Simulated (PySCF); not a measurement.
## Mayer bond orders and bond lengths

C3H4O3Si.
Atom-mapped SMILES: `[O:1]=[C:2]([OH:3])[C:4]#[C:5][SiH2:6][OH:7]` (hydrogens: H8 on O3; H9, H10 on Si6; H11 on O7)

Cartesian coordinates in Å at the GFN2-xTB level; atoms count from 1:
```xyz
11
C3H4O3Si angstrom
O     -2.3573    2.0041    0.2360
C     -1.9329    1.1636   -0.5148
O     -2.4942    0.8798   -1.6986
C     -0.7734    0.3534   -0.2543
C      0.2095   -0.2923    0.0191
Si     1.7332   -1.2652    0.4729
O      2.6879   -0.3806    1.4387
H     -3.2693    1.4457   -1.8400
H      2.5686   -1.4688   -0.6985
H      1.2499   -2.4733    1.1432
H      2.3835    0.0362    2.2403
```

Bond orders from the PBE0/pcSseg-1 density (PySCF). Isolated species at its GFN2-xTB geometry (one conformer only).

Problem. Where do the orders between heavy atoms depart from those drawn in the SMILES?

Solution. The largest departure is 0.715, at C4–C5 (drawn triple, 2.285). Drawn single, order above 1.12: C2–O3 (1.190). Drawn double or triple, more than 0.30 short of the drawn order: C4–C5 (2.285).

Problem. Give the Mayer order of every bond, beside its length.

Solution. 
| bond | drawn as | length (Å) | Mayer order |
| --- | --- | --- | --- |
| O1–C2 | double | 1.204 | 1.925 |
| C2–O3 | single | 1.340 | 1.190 |
| C2–C4 | single | 1.438 | 1.004 |
| C4–C5 | triple | 1.207 | 2.285 |
| C5–Si6 | single | 1.864 | 0.914 |
| Si6–O7 | single | 1.621 | 1.064 |
| O3–H8 | single | 0.970 | 0.926 |
| Si6–H9 | single | 1.453 | 0.918 |
| Si6–H10 | single | 1.464 | 0.895 |
| O7–H11 | single | 0.953 | 0.929 |

By pair of heavy elements: C–O: lowest C2–O3 (1.190, 1.340 Å), highest O1–C2 (1.925, 1.204 Å). C–C: lowest C2–C4 (1.004, 1.438 Å), highest C4–C5 (2.285, 1.207 Å).

Problem. Sum the orders of all bonds at each heavy atom with more than one neighbour and set the sums beside the valence in the SMILES.

Solution. C2 4.119 (drawn 4), O3 2.116 (drawn 2), C4 3.289 (drawn 4), C5 3.199 (drawn 4), Si6 3.791 (drawn 4), O7 1.993 (drawn 2). Orders between atoms that aren't bonded are not in these sums.

Mayer orders depend on the basis set.

The run behind these numbers computed NMR shieldings as well. Hardware: Arm Neoverse N1, one thread (shared host). Cost: 28 s, 0.69 GiB resident at most.
